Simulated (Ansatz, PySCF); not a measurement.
Complex: H2S (SMILES S) (first 3 atoms) with CH2O2 (SMILES O=CO); geometry from B3LYP-D3(BJ)/def2-TZVP, rigid monomers moved along the line of their centres of mass till S1···H8 is 3.26 Å.
(charge 0, multiplicity 1):
```xyz
8

S      0.17159     0.50637    -0.42564
H      0.09049    -0.71358     0.13820
H     -1.15546     0.57070    -0.62406
O     -0.29406    -1.61560     3.37024
C     -0.30911    -0.68303     4.12966
O     -0.19335     0.60206     3.79373
H     -0.42301    -0.77798     5.21767
H     -0.09142     0.67284     2.81750
```

Interaction energies are E(AB) − E(A) − E(B) at the monomers' geometry in the complex; basis-set methods are counterpoise corrected. Rows marked so take none.

Rows in 3-21G, STO-3G carry no dispersion term and start afresh at each structure.

Codes used: Ansatz (Gaussian basis) for Hartree–Fock, density functionals and correlated methods; PySCF for 3-21G rows, STO-3G rows, the dispersion terms. 

Problem. One of these levels gives -3.23 kcal/mol for the interaction energy. Name it.
A) PBE-D3(BJ)/def2-TZVPPD
B) HF/3-21G (no counterpoise)
C) HF/STO-3G (no counterpoise)

Solution. A, PBE-D3(BJ)/def2-TZVPPD. The others give -0.68 (HF/STO-3G (no counterpoise)), -2.44 (HF/3-21G (no counterpoise))

Ansatz is a quantum-chemistry and plane-wave program.
